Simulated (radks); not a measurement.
Problem. Numerical settings for the potassium ion K3+, [Ne] 3s2 3p4. Calculated with a radial shooting solver on a logarithmic mesh with Libxc functionals: scalar-relativistic Kohn-Sham, PBE, spin-polarised, spherical densities, finite nucleus; open shells are filled with parallel spins first; Fermi nuclear charge, rms radius 3.4349 fm. The defaults (mesh step 0.008 in ln r, mesh end at 40 bohr or more with all orbitals vanishing there, Anderson mixing 0.5 over 9 steps, residual threshold near 1e-9 with the energy settled to 1e-9 hartree or 1e-11 of itself, here a cap of 53 iterations) give E = -599.0823 hartree and 3p at -53.149 eV in 17 iterations. Run on one thread of a shared host, so times are rough (Arm Neoverse V2): 0.11 s of CPU time, 0.11 s wall, 17 iterations on 2189 mesh points. One setting is changed at a time: mesh step in ln r 0.005; mesh step in ln r 0.12; mesh step in ln r 0.012; mesh end (bohr) 1; mesh end (bohr) 20; residual threshold 0.1; residual threshold 0.01; mixing 0.05; linear mixing, mixing 1; linear mixing, mixing 0.2; mixing history 3; iteration cap 3. Which runs fail to converge, and which converge to a wrong energy?

Solution. Not converged within the cap: mesh step in ln r 0.12; linear mixing, mixing 1; linear mixing, mixing 0.2; iteration cap 3. Settled on a wrong energy, with an occupied level pushed above zero by the early mesh end: mesh end (bohr) 1 (+56 hartree). Apart from these: no run marked as converged misses the energy by more than 1 mhartree.
